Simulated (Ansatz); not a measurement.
`[OH][GeH2][F]` + `[OH][GeH3]` → `[F][GeH2][O][GeH3]` + H₂O  (ligand exchange at a Ge–O bond)

Program: Ansatz. Geometries: PBE0-D4/def2-TZVP. ΔE: electronic, gas phase. CCSD(T)/CBS is the MP2 limit (def2-TZVPP, def2-QZVPP) plus CCSD(T) − MP2 in def2-TZVPP, frozen cores. This one scheme is used for every species. Functionals use def2-TZVPP. B3LYP here is the variant with VWN-RPA as its local correlation; programs differ in this. For Ge outer-core shells are correlated without core-valence functions, which leaves a few kJ/mol of doubt a bond. Scalar relativity is left out up to krypton. One conformer a species, not always the lowest.

```
             level  ΔE (kJ/mol)  difference from CCSD(T)/CBS
         r2SCAN-D4        -10.8                          7.1
           ωB97X-V        -12.0                          5.9
           ωB97M-V        -12.1                          5.8
            B2PLYP        -10.9                          7.0
               PBE         -5.2                         12.7
            r2SCAN         -9.7                          8.2
              PBE0         -8.3                          9.6
             B3LYP         -6.9                         11.0
     HF/def2-TZVPP        -13.0                          4.9
    MP2/def2-TZVPP        -16.3                          1.6
SCS-MP2/def2-TZVPP        -15.3                          2.6
   CCSD/def2-TZVPP        -15.3                          2.6
     HF/def2-QZVPP        -13.9                          4.0
    MP2/def2-QZVPP        -17.8                          0.1
     MP2/CBS(def2)        -18.4                         -0.5
    CCSD/CBS(def2)        -17.4                          0.5
       CCSD(T)/CBS        -17.9                            0
```

Largest T1 diagnostic among the species: 0.012.

The D4 term adds −6.3 kJ/mol with B3LYP and −3.6 kJ/mol with PBE0; it sums over pairs of atoms, weighted by their polarisabilities, and B3LYP, whose exchange is more repulsive, gets the larger term. From PBE to PBE0 (25 % exact exchange), in def2-TZVPP and without D4, ΔE moves by −3.1 kJ/mol.
